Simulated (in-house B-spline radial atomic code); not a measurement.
Al3+ is squeezed into an impenetrable sphere of radius R (the orbitals vanish at R). Computed with a B-spline radial code for spherical atoms: non-relativistic PBE0, spin-polarised, spherical fractional occupations, point nucleus.

Energies in eV above the free ion in [He] 2s2 2p6:

| R (bohr) | highest level (eV) | [He] 2s2 2p6 | -dE/dV in [He] 2s2 2p6 (GPa) |
| --- | --- | --- | --- |
| 7.81 | -109 | 0 | 8.39e-10 |
| 6.95 | -109 | 0 | 5.2e-10 |
| 5.47 | -109 | 0 | 1.13e-06 |
| 4.28 | -109 | 3.277e-05 | 0.000795 |
| 3.76 | -109 | 0.0004723 | 0.0146 |
| 3.04 | -109 | 0.01768 | 0.817 |
| 2.5 | -109 | 0.2497 | 16.6 |
| 2.28 | -108 | 0.7185 | 56.8 |
| 1.83 | -105 | 5.991 | 717 |
| 1.49 | -96.1 | 28.92 | 5170 |
